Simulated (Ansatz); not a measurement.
Mg₁₁MnS₁₁Br₂. Total charge 0; sextet. Geometry PBE-D4/def2-SVP; atoms count from 1.

```csv
atom,x (Å),y (Å),z (Å)
S1,-0.102,-0.010,-2.962
S2,0.364,-4.317,-2.630
S3,-4.194,0.842,-0.982
S4,-3.167,1.685,2.673
S5,-1.273,-1.913,0.710
S6,3.251,-1.905,-2.707
S7,-0.840,1.851,-0.154
S8,2.162,-0.259,0.724
S9,1.572,-4.333,0.904
S10,1.108,3.247,2.501
S11,3.119,2.631,-1.650
Mg12,-2.100,1.046,-2.107
Mg13,-0.448,-3.907,-0.430
Mg14,0.913,-2.119,-3.389
Mg15,2.402,-3.658,-1.276
Mg16,-2.673,0.097,0.923
Mg17,-3.893,2.700,0.564
Mg18,-1.275,3.105,2.028
Mg19,1.021,-2.198,1.832
Mg20,1.320,0.910,2.724
Mn21,0.125,-0.328,-0.569
Mg22,2.944,0.319,-1.775
Mg23,1.611,2.640,0.113
Br24,-2.764,4.960,0.765
Br25,0.815,-1.089,4.171
```

Single mean-field runs in def2-SVP are fitted with def2-universal-jkfit.

Q: Estimate the Mulliken populations from the PBE0/def2-SVP orbitals of Ansatz.

A: 
```json
{"atom": "S1", "charge (e)": "-0.59", "spin (α − β)": "0.01", "d electrons": "–"}
{"atom": "S2", "charge (e)": "-0.58", "spin (α − β)": "0.01", "d electrons": "–"}
{"atom": "S3", "charge (e)": "-0.56", "spin (α − β)": "0.00", "d electrons": "–"}
{"atom": "S4", "charge (e)": "-0.55", "spin (α − β)": "0.00", "d electrons": "–"}
{"atom": "S5", "charge (e)": "-0.70", "spin (α − β)": "0.02", "d electrons": "–"}
{"atom": "S6", "charge (e)": "-0.58", "spin (α − β)": "0.01", "d electrons": "–"}
{"atom": "S7", "charge (e)": "-0.66", "spin (α − β)": "0.04", "d electrons": "–"}
{"atom": "S8", "charge (e)": "-0.69", "spin (α − β)": "0.03", "d electrons": "–"}
{"atom": "S9", "charge (e)": "-0.56", "spin (α − β)": "0.00", "d electrons": "–"}
{"atom": "S10", "charge (e)": "-0.53", "spin (α − β)": "0.00", "d electrons": "–"}
{"atom": "S11", "charge (e)": "-0.47", "spin (α − β)": "0.01", "d electrons": "–"}
{"atom": "Mg12", "charge (e)": "0.42", "spin (α − β)": "0.01", "d electrons": "–"}
{"atom": "Mg13", "charge (e)": "0.51", "spin (α − β)": "0.01", "d electrons": "–"}
{"atom": "Mg14", "charge (e)": "0.49", "spin (α − β)": "0.01", "d electrons": "–"}
{"atom": "Mg15", "charge (e)": "0.61", "spin (α − β)": "0.01", "d electrons": "–"}
{"atom": "Mg16", "charge (e)": "0.54", "spin (α − β)": "-0.01", "d electrons": "–"}
{"atom": "Mg17", "charge (e)": "0.55", "spin (α − β)": "0.00", "d electrons": "–"}
{"atom": "Mg18", "charge (e)": "0.62", "spin (α − β)": "0.02", "d electrons": "–"}
{"atom": "Mg19", "charge (e)": "0.62", "spin (α − β)": "-0.02", "d electrons": "–"}
{"atom": "Mg20", "charge (e)": "0.57", "spin (α − β)": "0.01", "d electrons": "–"}
{"atom": "Mn21", "charge (e)": "1.16", "spin (α − β)": "4.85", "d electrons": "5.20"}
{"atom": "Mg22", "charge (e)": "0.38", "spin (α − β)": "-0.01", "d electrons": "–"}
{"atom": "Mg23", "charge (e)": "0.57", "spin (α − β)": "-0.02", "d electrons": "–"}
{"atom": "Br24", "charge (e)": "-0.32", "spin (α − β)": "0.00", "d electrons": "–"}
{"atom": "Br25", "charge (e)": "-0.28", "spin (α − β)": "0.00", "d electrons": "–"}
```
Mulliken values depend strongly on the basis.

Q: Where does the spin sit?

A: Summed by element: S 0.14, Mg 0.02, Mn 4.85, Br 0.00, of 5 unpaired in all. Largest on single atoms: Mn21 4.85, S7 0.04, S8 0.03.

Q: And the Mayer bond orders between heavy atoms (over 0.3)?

A: S1–Mn21 0.48 (2.42 Å); S5–Mn21 0.37 (2.47 Å); S7–Mn21 0.40 (2.42 Å); S8–Mn21 0.47 (2.41 Å); S1–Mg12 0.79 (2.42 Å); S1–Mg14 0.75 (2.38 Å); S2–Mg13 0.83 (2.38 Å); S2–Mg14 0.74 (2.39 Å); S2–Mg15 0.56 (2.53 Å); S3–Mg12 0.87 (2.39 Å); S3–Mg16 0.55 (2.55 Å); S3–Mg17 0.75 (2.44 Å); S4–Mg16 0.69 (2.41 Å); S4–Mg17 0.74 (2.45 Å); S4–Mg18 0.65 (2.45 Å); S5–Mg13 0.63 (2.44 Å); S5–Mg16 0.54 (2.46 Å); S5–Mg19 0.43 (2.57 Å); S6–Mg14 0.73 (2.44 Å); S6–Mg15 0.77 (2.42 Å); S6–Mg22 0.66 (2.43 Å); S7–Mg12 0.56 (2.46 Å); S7–Mg16 0.34 (2.76 Å); S7–Mg18 0.33 (2.55 Å); S7–Mg23 0.34 (2.59 Å); S8–Mg19 0.47 (2.51 Å); S8–Mg20 0.57 (2.47 Å); S8–Mg22 0.35 (2.68 Å); S9–Mg13 0.73 (2.46 Å); S9–Mg15 0.74 (2.43 Å); S9–Mg19 0.68 (2.39 Å); S10–Mg18 0.71 (2.43 Å); S10–Mg20 0.90 (2.36 Å); S10–Mg23 0.56 (2.51 Å); S11–Mg22 1.16 (2.32 Å); S11–Mg23 1.07 (2.32 Å); Mg17–Br24 0.68 (2.53 Å); Mg18–Br24 0.43 (2.69 Å); Mg19–Br25 0.50 (2.60 Å); Mg20–Br25 0.65 (2.52 Å).
